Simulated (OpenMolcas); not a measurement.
Computed levels of 4d⁷ in ions with 43 electrons, in cm-1 above ⁴F_9/2.

```
Program             : OpenMolcas 26.06
Method              : MS-CASPT2, IPEA 0.25 Eh, imaginary shift 0.1 Eh
Basis               : ANO-R3
Scalar Hamiltonian  : X2C, finite nucleus
Spin-orbit coupling : state interaction with AMFI integrals over the reference wave functions, term energies averaged over their components
```

Active space for each ion: 7 electrons in 5 orbitals (4d); closed shells correlated by CASPT2: 4s 4p.

```json
{"Level": "⁴F_7/2", "Rh2+": "2140", "Ag4+": "3570"}
{"Level": "⁴F_5/2", "Rh2+": "3490", "Ag4+": "5660"}
{"Level": "⁴F_3/2", "Rh2+": "4340", "Ag4+": "6930"}
{"Level": "⁴P_3/2", "Rh2+": "11590", "Ag4+": "14410"}
{"Level": "⁴P_5/2", "Rh2+": "11720", "Ag4+": "15150"}
{"Level": "⁴P_1/2", "Rh2+": "13110", "Ag4+": "17240"}
{"Level": "²G_9/2", "Rh2+": "13250", "Ag4+": "16930"}
{"Level": "²G_7/2", "Rh2+": "15320", "Ag4+": "20360"}
{"Level": "²H_11/2", "Rh2+": "17940", "Ag4+": "22930"}
```

Q: Estimate ⁴F_3/2, ⁴P_3/2, ⁴P_5/2 for Pd3+ from its neighbours Rh2+ and Ag4+.

A: ⁴F_3/2 is fine structure, which grows about as the fourth power of a screened charge, so the fourth roots are averaged: ((4340^0.25 + 6930^0.25) / 2)^4 = 5522. The calculation gives 5530, so the estimate is off by -0.1 %.
⁴P_3/2 is another term, which grows about linearly with the charge: (11590 + 14410) / 2 = 13000. The calculation gives 13060, so the estimate is off by -0.5 %.
⁴P_5/2 is another term, which grows about linearly with the charge: (11720 + 15150) / 2 = 13435. The calculation gives 13460, so the estimate is off by -0.2 %.

Mixed levels, with the weight of the term that names them: Rh2+ ⁴P_3/2 (74 %), Pd3+ ⁴P_3/2 (69 %), Ag4+ ⁴P_3/2 (64 %).

CASPT2 does not keep the components of a term degenerate, so their means are used; among the terms shown or strongly mixed into the levels shown the widest spread is 1000 cm-1 (4d⁷ ⁴F, Ag4+). Levels of configurations with an s electron are missing; early in the row they begin among the upper levels of the d shell and mix with terms of their name (holds for Rh2+). Only configurations of the active space appear.
